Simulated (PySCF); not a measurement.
C2H7ClOTi, multiplicity 1.

```xyz
12

Ti    -0.2544    -0.0980     0.0000
Cl     1.9445     0.0624     0.0000
O     -0.9537    -1.7010     0.0000
H     -0.8336    -2.6539     0.0000
C     -1.0109     0.9037    -1.6135
H     -2.1124     0.9012    -1.5640
H     -0.6349     1.9405    -1.5925
H     -0.6856     0.4135    -2.5462
C     -1.0109     0.9037     1.6135
H     -0.6856     0.4135     2.5462
H     -0.6349     1.9405     1.5925
H     -2.1124     0.9012     1.5640
```

Coordinates come from a PBE0-D3(BJ)/def2-SVP optimisation. The multiplicity is an assumed one; other spin states were not compared. The values are those of a single conformer.

These are PySCF with KT2/pcSseg-1 values and carry that method's errors. Non-relativistic, no solvent.

### Question
Give the absolute GIAO shielding of each atom: isotropic value and principal components (ppm). (The exact figures need the calculation; the answer reports its results.)

### Answer

| atom | σ(iso) | σ11 | σ22 | σ33 | span |
|---|---|---|---|---|---|
| Ti1 | -1399.6 | -2180.2 | -1132.1 | -886.6 | 1293.5 |
| Cl2 | 305.0 | -107.3 | 37.0 | 985.4 | 1092.7 |
| O3 | -8.6 | -232.3 | -63.5 | 269.9 | 502.2 |
| H4 | 24.2 | 20.3 | 24.2 | 28.0 | 7.7 |
| C5 | 117.9 | 71.2 | 103.1 | 179.2 | 108.0 |
| H6 | 29.5 | 25.1 | 30.5 | 32.7 | 7.6 |
| H7 | 28.5 | 23.1 | 30.4 | 32.0 | 8.9 |
| H8 | 29.7 | 25.8 | 30.7 | 32.5 | 6.6 |
| C9 | 117.9 | 71.2 | 103.1 | 179.2 | 108.0 |
| H10 | 29.7 | 25.8 | 30.7 | 32.5 | 6.6 |
| H11 | 28.5 | 23.1 | 30.4 | 32.0 | 8.9 |
| H12 | 29.5 | 25.1 | 30.5 | 32.7 | 7.6 |
